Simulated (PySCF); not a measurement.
# Simulated absorption spectrum

Species: C₈H₆O₂.
Structure used (GFN2-xTB), in Å, numbered top down from 1:
```
atom  x, y, z in Å
C1     3.2212    0.3196   -0.2252
C2     1.8494    0.0456    0.1341
C3     0.7199   -0.1938    0.4571
C4    -0.6663   -0.4615    0.8045
C5    -1.4481    0.8497    0.7375
O6    -1.4300    1.7412    1.5412
C7    -2.2402    0.7935   -0.5147
C8    -2.1556   -0.4102   -1.0858
C9    -1.2898   -1.3193   -0.2962
O10   -1.1167   -2.4928   -0.4804
H11    3.3901    1.3957   -0.2494
H12    3.8933   -0.1288    0.5053
H13    3.4368   -0.0970   -1.2086
H14   -0.7142   -0.9326    1.7896
H15   -2.8123    1.6388   -0.8569
H16   -2.6449   -0.7393   -1.9865
```

Computed, not measured: PySCF 2.14.0, density-fitted response routines, TDDFT PBE0/def2-SVPD, vertical, gas phase, core orbitals frozen in the response.

Computed states:

```csv
state,E (eV),f
S1,2.81,0.0029
S2,3.46,0.0001
S3,4.18,0.0002
S4,4.23,0.0060
S5,4.96,0.0001
S6,5.60,0.027
```

Each state is given a Gaussian of 0.25 eV full width at half maximum, with ε(max) = 2.175×10⁸ f / Δν̃ (Δν̃ the width in cm⁻¹). The width is an assumption, not a result. The curve ends short of the highest state used, and states not computed would add to its high-energy end.

Problem. Give the broadened spectrum and its maxima.

Solution. 
E (eV), ε (L mol⁻¹ cm⁻¹) and a bar:
```
     2.44          1 
     2.53          9 
     2.62         59 ###
     2.70        176 ########
     2.79        304 ##############
     2.88        256 ############
     2.97        105 #####
     3.06         21 #
     3.15          2 
     3.23          1 
     3.32          3 
     3.41          7 
     3.50          7 
     3.59          4 
     3.68          1 
     3.76          0 
     3.85          1 
     3.94         17 #
     4.03        116 #####
     4.12        396 ##################
     4.21        662 ##############################
     4.30        541 #########################
     4.38        249 ###########
     4.47         53 ##
     4.56          5 
     4.65          0 
     4.74          1 
     4.83          3 
     4.91          5 
     5.00          5
```

Maxima: 441 nm (2.81 eV), ε about 310, made up of S1 (100%); 358 nm (3.46 eV), ε about 7.6, made up of S2 (100%); 293 nm (4.23 eV), ε about 670, made up of S4 (97%); 250 nm (4.96 eV), ε about 5.4, made up of S5 (100%) (ε in L mol⁻¹ cm⁻¹; maxima over ε = 5, shares over 10%).

Problem. On this curve, what absorbance would a 10⁻³ mol/L sample give at 365 nm over a 1 cm path?

Solution. 365 nm is 3.397 eV, where ε is about 6.2 L mol⁻¹ cm⁻¹, so A = ε c l ≈ 0.0062 (Beer–Lambert, with the gas-phase spectrum and the assumed width).

Problem. Does any computed singlet lie in the visible range?

Solution. S1 lies in the visible range (380 to 750 nm), at 441 nm, f = 0.0029; light of that wavelength is blue, and its complementary colour is yellow; a Tamm–Dancoff triplet lies at 507 nm, without intensity as long as spin–orbit coupling is left out.

Problem. What would ε be at 4.23 eV, the highest of these maxima, with half the width (0.125 eV)?

Solution. About 1340 L mol⁻¹ cm⁻¹ against 673, a factor of about 1.98; a lone state at its own centre would give exactly 2.

One conformer stands for the species.
